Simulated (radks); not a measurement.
Results of a calculation; reference values are marked as such.
Initial-state core-level shifts of neutral vanadium when its valence configuration changes from [Ar] 3d3 4s2. Level of theory: scalar-relativistic Kohn-Sham, PBE, spin-polarised, spherical densities, finite nucleus; open shells are filled with parallel spins first; Fermi nuclear charge, rms radius 3.6002 fm (a radial shooting solver on a logarithmic mesh with Libxc functionals). Shifts are changes of the shell-averaged eigenvalues in eV (positive: less bound); the change of the density at the nucleus, which sets a Mossbauer isomer shift, is in e/bohr^3, on a base of 9949.

[
 {"valence": "3d3 4s1.5 4p0.5", "1s": "-0.658", "2s": "-0.655", "2p": "-0.654", "3p": "-0.637", "density at nucleus": "-1.4832"},
 {"valence": "3d3 4s0.5 4p1.5", "1s": "-1.818", "2s": "-1.783", "2p": "-1.782", "3p": "-1.780", "density at nucleus": "-5.3607"},
 {"valence": "3d3 4s1 4p1", "1s": "-1.169", "2s": "-1.171", "2p": "-1.168", "3p": "-1.135", "density at nucleus": "-3.1593"},
 {"valence": "3d4 4s1", "1s": "+4.075", "2s": "+4.627", "2p": "+4.575", "3p": "+4.051", "density at nucleus": "-4.8048"},
 {"valence": "3d2 4s2 4p1", "1s": "-7.026", "2s": "-7.919", "2p": "-7.838", "3p": "-6.575", "density at nucleus": "+3.9372"},
 {"valence": "3d2.5 4s2 4p0.5", "1s": "-3.360", "2s": "-3.763", "2p": "-3.726", "3p": "-3.193", "density at nucleus": "+1.8400"},
 {"valence": "3d3.5 4s1.5", "1s": "+2.241", "2s": "+2.561", "2p": "+2.531", "3p": "+2.197", "density at nucleus": "-2.7197"},
 {"valence": "3d4.5 4p0.5", "1s": "+4.759", "2s": "+5.615", "2p": "+5.534", "3p": "+4.777", "density at nucleus": "-8.7586"},
 {"valence": "3d2 4p3", "1s": "-9.152", "2s": "-10.025", "2p": "-9.938", "3p": "-8.643", "density at nucleus": "-5.9307"}
]
